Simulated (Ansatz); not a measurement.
CdMeCl (CH₃CdCl). Total charge 0; singlet. Geometry PBE0-D4/def2-TZVP; atoms count from 1.

Cartesian coordinates in Å:
```
Cd -0.0488 0.6235 1.0202
C 0.0371 -0.4671 -0.7645
H 1.0371 -0.8810 -0.8937
H -0.1934 0.1871 -1.6052
H -0.6878 -1.2805 -0.7319
Cl -0.1443 1.8180 2.9751
```

In the def2 sets Cd takes a core potential; there is no spin–orbit coupling.

(1) Estimate the Mulliken populations from the PBE0/def2-TZVP orbitals of Ansatz.

(2) And the Mayer bond orders between heavy atoms (over 0.3)?

Answers

(1) 
```json
{"atom": "Cd1", "charge (e)": "0.70", "d electrons": "9.95"}
{"atom": "C2", "charge (e)": "-0.68", "d electrons": "–"}
{"atom": "H3", "charge (e)": "0.15", "d electrons": "–"}
{"atom": "H4", "charge (e)": "0.15", "d electrons": "–"}
{"atom": "H5", "charge (e)": "0.15", "d electrons": "–"}
{"atom": "Cl6", "charge (e)": "-0.46", "d electrons": "–"}
```
Mulliken values depend strongly on the basis.

(2) Cd1–C2 0.89 (2.09 Å); Cd1–Cl6 0.85 (2.29 Å).
